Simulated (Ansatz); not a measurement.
Basis-set extrapolation for F3H3O3Si2, SMILES `O[SiH](O)O[Si](F)(F)F` (PBE0-D4/def2-TZVP geometry, frozen core, the Gaussian-basis code of Ansatz). Multiplicity 1, RHF reference.

```tsv
	def2-TZVPP	def2-QZVPP
HF	-1103.249267	-1103.295397
MP2 correlation	-1.674493	-1.826058
CCSD(T) correlation	-1.741020	not run
```

Energies in hartree. Use E(X) = E(∞) + A·exp(−7.88·√X) for Hartree–Fock and E(X) = E(∞) + B·X^(−2.97) for correlation, with X = 3 and 4, and add CCSD(T) minus MP2 of the smaller set to the MP2 limit.

**Question.** What is the CCSD(T) energy at the basis-set limit?

**Answer.** HF limit: -1103.295397 + (-0.046130) × 0.13774 = -1103.30175. MP2 limit: -1.826058 + (-0.151565) × 0.74074 = -1.93833. Higher-order term: -1.741020 − (-1.674493) = -0.06653. Total: -1105.30661 hartree, 198.5 kcal/mol below CCSD(T)/def2-TZVPP.
